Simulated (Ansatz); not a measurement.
Problem. Name a neutral molecule of B, C, F, N, S and H with HOMO–LUMO gap (ωB97M-V/def2-TZVPP) between 10.90 and 11.20 eV and size of the dipole moment (B3LYP/def2-TZVPP) between 0.75 and 1.05 D (Ansatz, PBE0-D4/def2-TZVP geometry).

Solution. `CSB(N)F` (11.16 eV, 0.92 D). Other molecules can fit too; these were computed, each in one conformer that needn't be the lowest.

B3LYP here is the variant with VWN-RPA as its local correlation; programs differ in this.
